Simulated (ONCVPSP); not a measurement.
# W (Z = 74), ONCV: configuration errors across variants

tungsten, optimised norm-conserving Vanderbilt (ONCV), made with ONCVPSP 4.0.1 (Wu-Cohen, scalar-relativistic). Core [Kr] 4d10 4f14, reference 5s2 5p6 5d4 6s2. Waves: 5s+6s: rc 1.45 bohr, ncon 5, nbas 10, qcut 7.3 1/bohr, 2 projectors; 5p: rc 1.30 bohr, ncon 4, nbas 8, qcut 5.4 1/bohr, 2 projectors, debl 1.7 Ha; 5d: rc 2.40 bohr, ncon 4, nbas 9, qcut 6.5 1/bohr, 2 projectors, debl 2.7 Ha; f scattering state at 0.15 Ha: rc 1.90 bohr, ncon 4, nbas 7, qcut 5.2 1/bohr, 2 projectors, debl 0.7 Ha. Local part: polynomial inside 1.15 bohr (lpopt 2, dvloc0 0 Ha). Core correction: polynomial model core, fcfact 0.2.

All-electron excitation energies from the reference (eV): (1) 5s2 5p6 5d4 6s1 8.942; (2) 5s2 5p6 5d4 6s0 24.638; (3) 5s2 5p6 5d3 6s0 50.045; (4) 5s1 5p6 5d4 6s2 85.466.

1 further variants failed, have other tests or another functional or relativity, and are left out.

A true bound ghost makes a file unfit for plane-wave use even where its test errors are small: the radial tests pick states by their node count and pass the ghost by.

Errors AE − PS in meV (a dash: test not solved or not reliable):

```csv
change,(1),(2),(3),(4),bound ghosts,GHOST(+) flags above zero
base,-3.4,-10,-26,-262,f,"s, f"
"core correction Teter function, fcfact 5.25, rcfact 1.35",-3.7,-10,-17,-264,f,"s, f"
f: qcut 7.2,-3.4,-10,-26,-262,f,s
```

Task: Give the same row for: d: debl 0.3.

Result: -3.3, -10, -26, -263; bound ghosts: f; GHOST(+) flags above zero: s, d, f.
